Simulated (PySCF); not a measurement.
HCl3OZr, triplet, at a GFN2-xTB geometry (such geometries of metal compounds can be far from the true shape) (the multiplicity is a formal guess) (core potentials on Zr); DF-HF/def2-SVP (PySCF).

Input for PySCF:
```python
from pyscf import gto, scf

mol = gto.Mole()
mol.atom = '''
    Zr   -0.327492    0.364466   -0.052219
    Cl    1.582164    1.384855   -0.783012
    Cl    0.419074   -0.999974    1.748496
    Cl   -0.122131   -1.861194   -0.868246
    O    -2.010622    1.102674    0.052934
    H    -2.760144    1.697322    0.012243
'''
mol.basis = 'def2-svp'
mol.ecp = {'Zr': 'def2-svp'}
mol.charge = 0
mol.spin = 2
mol.verbose = 4
mol.build()

mf = scf.UHF(mol)
mf = mf.density_fit(auxbasis='def2-universal-jkfit')
mf.kernel()
```

Problem. Write the output that PySCF gives for this input, abridged.

Solution. 
```
PySCF version 2.14.0

[INPUT] verbose = 4
[INPUT] num. atoms = 6
[INPUT] num. electrons = 72
[INPUT] charge = 0
[INPUT] spin (= nelec alpha-beta = 2S) = 2
[INPUT] symmetry False subgroup None
[INPUT] Mole.unit = angstrom
[INPUT] Symbol           X                Y                Z      unit          X                Y                Z       unit  Magmom
[INPUT]  1 Zr    -0.327492000000   0.364466000000  -0.052219000000 AA   -0.618870187986   0.688740921716  -0.098679608499 Bohr   0.0
[INPUT]  2 Cl     1.582164000000   1.384855000000  -0.783012000000 AA    2.989856644146   2.616996672235  -1.479678232248 Bohr   0.0
[INPUT]  3 Cl     0.419074000000  -0.999974000000   1.748496000000 AA    0.791935085926  -1.889676991686   3.304178569898 Bohr   0.0
[INPUT]  4 Cl    -0.122131000000  -1.861194000000  -0.868246000000 AA   -0.230794141319  -3.517146924684  -1.640747148749 Bohr   0.0
[INPUT]  5 O     -2.010622000000   1.102674000000   0.052934000000 AA   -3.799524920025   2.083751864679   0.100030762678 Bohr   0.0
[INPUT]  6 H     -2.760144000000   1.697322000000   0.012243000000 AA   -5.215916224362   3.207473725199   0.023135916943 Bohr   0.0

nuclear repulsion = 375.248604148578
number of shells = 44
number of NR pGTOs = 196
number of NR cGTOs = 104
basis = def2-svp
ecp = {'Zr': 'def2-svp'}

******** <class 'pyscf.df.df_jk.DFUHF'> ********
method = DFUHF
initial guess = minao
damping factor = 0
level_shift factor = 0
DIIS = <class 'pyscf.scf.diis.CDIIS'>
diis_start_cycle = 1
diis_space = 8
diis_damp = 0
SCF conv_tol = 1e-09
SCF conv_tol_grad = None
SCF max_cycles = 50
direct_scf = False
number electrons alpha = 37  beta = 35
Set gradient conv threshold to 3.16228e-05
******** <class 'pyscf.df.df.DF'> ********
auxbasis = def2-universal-jkfit
init E= -1493.96954600215

cycle= 1 E= -1499.98560855011  delta_E= -6.02  |g|= 0.582  |ddm|= 2.93
cycle= 2 E= -1500.09554302804  delta_E= -0.11  |g|= 0.286  |ddm|= 0.89
cycle= 3 E= -1500.13217721672  delta_E= -0.0366  |g|= 0.0564  |ddm|= 0.341
cycle= 4 E= -1500.13452489859  delta_E= -0.00235  |g|= 0.0209  |ddm|= 0.0917
cycle= 5 E= -1500.13505094918  delta_E= -0.000526  |g|= 0.00906  |ddm|= 0.0455
cycle= 6 E= -1500.13529784902  delta_E= -0.000247  |g|= 0.00453  |ddm|= 0.0444
cycle= 7 E= -1500.13537252449  delta_E= -7.47e-05  |g|= 0.00257  |ddm|= 0.0242
cycle= 8 E= -1500.13541110069  delta_E= -3.86e-05  |g|= 0.00159  |ddm|= 0.0203
cycle= 9 E= -1500.13543073044  delta_E= -1.96e-05  |g|= 0.000894  |ddm|= 0.0166
cycle= 10 E= -1500.13543760329  delta_E= -6.87e-06  |g|= 0.000378  |ddm|= 0.0115
cycle= 11 E= -1500.13543856625  delta_E= -9.63e-07  |g|= 0.000162  |ddm|= 0.00439
cycle= 12 E= -1500.13543868577  delta_E= -1.2e-07  |g|= 9.17e-05  |ddm|= 0.00115
cycle= 13 E= -1500.13543872014  delta_E= -3.44e-08  |g|= 6.54e-05  |ddm|= 0.000444
cycle= 14 E= -1500.13543874652  delta_E= -2.64e-08  |g|= 3.97e-05  |ddm|= 0.000457
cycle= 15 E= -1500.13543875789  delta_E= -1.14e-08  |g|= 2.27e-05  |ddm|= 0.000329
cycle= 16 E= -1500.13543876102  delta_E= -3.13e-09  |g|= 1.62e-05  |ddm|= 0.000142
cycle= 17 E= -1500.13543876289  delta_E= -1.87e-09  |g|= 1.09e-05  |ddm|= 0.000108
cycle= 18 E= -1500.1354387639  delta_E= -1.02e-09  |g|= 6.69e-06  |ddm|= 8.8e-05
cycle= 19 E= -1500.13543876433  delta_E= -4.26e-10  |g|= 3.76e-06  |ddm|= 6.25e-05
Extra cycle  E= -1500.13543876437  delta_E= -4.05e-11  |g|= 3.04e-06  |ddm|= 1.04e-05
converged SCF energy = -1500.13543876437  <S^2> = 2.0193611  2S+1 = 3.0128798
```
